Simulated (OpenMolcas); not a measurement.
Tm3+ in CaO

Tm3+ with its 6 nearest oxide ions at 2.311 Å, on the Ca site of CaO (a = 4.8105 Å, distance in the model lattice 2.405 Å). The rest of the host is ab initio model potentials to 7.6 Å, with orthogonalisation functions on the cations behind the ligands, and point charges beyond; the distance is set by hand and nothing relaxes, and no local charge compensation is placed. Ligand basis ANO-RCC-VDZP.

```yaml
Program: OpenMolcas 26.06
Method: CASSCF
Basis: ANO-RCC-VDZP [7s6p4d2f1g]
Scalar_Hamiltonian: DKH2, point nucleus
Active_space: 12 electrons in 7 orbitals (4f)
State_averaging: 2S+1 = 3 even, 21 roots; 2S+1 = 1 even, 27 roots kept (CI in the orbitals of an earlier block)
Spin-orbit_coupling: RASSI with atomic mean-field integrals over the reference wave functions
```

The lowest spin-free states (labels of O, the rotations of Oh), above the lowest:

```tsv
State	Degeneracy	E (cm-1)	Free-ion L (%)
3T1	3	0.0	H (100)
3E	2	135.7	H (100)
3T2	3	361.8	H (100)
3T1	3	637.5	H (100)
3A2	1	8115	F (100)
3T2	3	8163	F (100)
3T1	3	8305	F (100)
1T2	3	8717	G (100)
1E	2	9457	G (100)
1T1	3	9551	G (100)
1A1	1	9685	G (100)
1E	2	27811	D (100)
1T2	3	28320	D (100)
1E	2	33675	I (100)
1T2	3	33713	I (100)
1A2	1	33847	I (100)
1T2	3	34210	I (100)
1T1	3	34325	I (100)
1A1	1	34425	I (100)
3T1	3	37151	P (100)
```

The lowest levels with spin-orbit coupling:

| E (cm-1) | Degeneracy | Label | 2S+1 | J | |mJ| (%) |
| --- | --- | --- | --- | --- | --- |
| 0.0 | 1 | A1 | 3 | 5.99 | 4 (87) |
| 79.4 | 3 | T1 | 3 | 6.00 | 4 (33) |
| 171.1 | 3 | T2 | 3 | 6.00 | 5 (37) |
| 362.8 | 1 | A2 | 3 | 6.00 | 2 (69) |
| 515.6 | 3 | T2 | 3 | 6.01 | 1 (54) |
| 548.7 | 2 | E | 3 | 6.01 | 0 (44) |
| 6684 | 3 | T2 | 3 (64 %) | 4.00 | 3 (58) |
| 7068 | 2 | E | 3 (66 %) | 4.02 | 2 (50) |
| 7146 | 3 | T1 | 3 (67 %) | 4.02 | 1 (58) |
| 7260 | 1 | A1 | 3 (66 %) | 4.02 | 0 (58) |
| 8451 | 3 | T1 | 3 | 4.99 | 3 (57) |
| 8491 | 2 | E | 3 | 4.99 | 2 (50) |
| 8696 | 3 | T2 | 3 | 5.00 | 2 (33) |
| 8818 | 3 | T1 | 3 | 5.00 | 5 (35) |
| 13471 | 3 | T2 | 3 | 3.99 | 3 (58) |
| 13523 | 2 | E | 3 | 4.00 | 2 (50) |
| 13638 | 3 | T1 | 3 | 4.01 | 1 (58) |
| 13800 | 1 | A1 | 3 | 4.01 | 0 (58) |
| 16483 | 1 | A2 | 3 | 3.00 | 2 (100) |
| 16542 | 3 | T1 | 3 | 3.01 | 3 (42) |

Powder χT (cm3 K/mol): 0.248 at 2 K, 1.24 at 10 K, 4.95 at 50 K, 6.17 at 100 K, 6.71 at 200 K, 6.88 at 300 K. The effective moment at 300 K is 2.828 √(χT) = 7.42 μB.

Hund's rules give f12 the level 3H6 with g = 1.167, so an isolated free-ion multiplet has χT = g² J(J+1) / 8 = 7.146 cm3 K/mol. The computed 6.882 at 300 K differs by -4 %, through the field's splitting, the mixing of terms and any other multiplet in reach.

Stevens parameters of the J = 6 multiplet, which is 549 cm-1 wide (cm-1, z along the main axis): B40 = 3.554e-02, B44 = 1.782e-01, B60 = -5.399e-05, B64 = 1.141e-03.

Metal share of the active 4f orbitals (Löwdin): 99, 99, 99, 100, 100, 100, 100 %; Mulliken charge of the metal 2.26.

Without dynamic correlation the ligand-field splitting of an f shell can come out too small, at times by half. The first state left out of the spin-orbit step lies near 82000 cm-1 above the lowest spin-free state of the reference (among the parities and spins computed), and the lists stop at four fifths of that energy or lower. No measured value stands beside these numbers; the geometry was set by hand and not optimised.

The RASSCF and RASSI steps took 29 s on 1 thread of Arm Neoverse V2, with other jobs on the host; the integral step is not counted.
